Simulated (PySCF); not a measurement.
## Radial density of Ge⁺ (germanium, charge +1)

BP86, [Ar] 3d10 4s2 4p1, 2P determinant. Calculation: PySCF 2.14, in cc-pVTZ-PP with ECP10MDF; scalar relativity through the core potential. This is the valence pseudo-density: the core potential removes the inner electrons and smooths the orbitals near the nucleus.

```json
{"r (bohr)": "0.000946", "4πr²ρ (e/bohr)": "1.046e-05", "4πr²(ρα − ρβ)": "0.0000"}
{"r (bohr)": "0.00159", "4πr²ρ (e/bohr)": "2.941e-05", "4πr²(ρα − ρβ)": "0.0000"}
{"r (bohr)": "0.00268", "4πr²ρ (e/bohr)": "8.177e-05", "4πr²(ρα − ρβ)": "0.0000"}
{"r (bohr)": "0.00450", "4πr²ρ (e/bohr)": "0.0002208", "4πr²(ρα − ρβ)": "0.0000"}
{"r (bohr)": "0.00757", "4πr²ρ (e/bohr)": "0.0005579", "4πr²(ρα − ρβ)": "0.0000"}
{"r (bohr)": "0.0127", "4πr²ρ (e/bohr)": "0.001269", "4πr²(ρα − ρβ)": "0.0000"}
{"r (bohr)": "0.0214", "4πr²ρ (e/bohr)": "0.002684", "4πr²(ρα − ρβ)": "0.0000"}
{"r (bohr)": "0.0360", "4πr²ρ (e/bohr)": "0.006255", "4πr²(ρα − ρβ)": "0.0000"}
{"r (bohr)": "0.0606", "4πr²ρ (e/bohr)": "0.03453", "4πr²(ρα − ρβ)": "0.0000"}
{"r (bohr)": "0.102", "4πr²ρ (e/bohr)": "0.3276", "4πr²(ρα − ρβ)": "-0.0003"}
{"r (bohr)": "0.171", "4πr²ρ (e/bohr)": "2.452", "4πr²(ρα − ρβ)": "-0.0008"}
{"r (bohr)": "0.288", "4πr²ρ (e/bohr)": "11.96", "4πr²(ρα − ρβ)": "0.0151"}
{"r (bohr)": "0.485", "4πr²ρ (e/bohr)": "28.21", "4πr²(ρα − ρβ)": "0.0525"}
{"r (bohr)": "0.816", "4πr²ρ (e/bohr)": "16.61", "4πr²(ρα − ρβ)": "-0.0058"}
{"r (bohr)": "1.37", "4πr²ρ (e/bohr)": "3.720", "4πr²(ρα − ρβ)": "0.2423"}
{"r (bohr)": "2.31", "4πr²ρ (e/bohr)": "1.431", "4πr²(ρα − ρβ)": "0.4571"}
{"r (bohr)": "3.88", "4πr²ρ (e/bohr)": "0.2063", "4πr²(ρα − ρβ)": "0.1255"}
{"r (bohr)": "6.53", "4πr²ρ (e/bohr)": "0.004963", "4πr²(ρα − ρβ)": "0.0044"}
```

Energies and moments cover only the electrons outside the core potential.

(1) Where is the radial spin density 4πr²(ρα − ρβ) most negative, and why is it negative at all?

## Answers

(1) Around r = 0.816 bohr, down to -0.0058 e/bohr: exchange with the open shell polarises the paired shells in an unrestricted calculation.
